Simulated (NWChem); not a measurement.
System: SiCl cation, singlet

```xyz
2

Si     0.0000     0.0000    -1.0823
Cl     0.0000     0.0000     0.8965
```
Atoms are numbered in this order, from 1.

Computed with NWChem. Pople sets run with spherical d functions. Low-valent species are run as closed-shell singlets; no triplet was tried in these runs. Geometry: optimised at B3LYP/6-31G* (spherical d). Static field.

Task: Taking PBE/aug-cc-pVTZ as the yardstick, which of these has the fewest basis functions while keeping “isotropic polarisability (bohr³)” within 10 % of it: PBE/6-31+G*; PBE/aug-cc-pVDZ; PBE/Sadlej pVTZ; PBE/def2-SVPD; PBE/def2-TZVP; PBE/def2-TZVPD; PBE/def2-SVP; PBE/6-31G*?

Result: PBE/def2-SVPD.
```csv
level,basis functions,isotropic polarisability (bohr³),relative time (rough)
PBE/6-31G*,36,27.9,2
PBE/def2-SVP,36,27.5,1
PBE/6-31+G*,44,28.6,3
PBE/def2-SVPD,51,32.3,2
PBE/aug-cc-pVDZ,54,32.2,10
PBE/Sadlej pVTZ,64,32.4,5
PBE/def2-TZVP,74,30.7,6
PBE/def2-TZVPD,89,32.5,9
PBE/aug-cc-pVTZ,100,32.5,40
```

The yardstick is one finite set, not the basis-set limit.
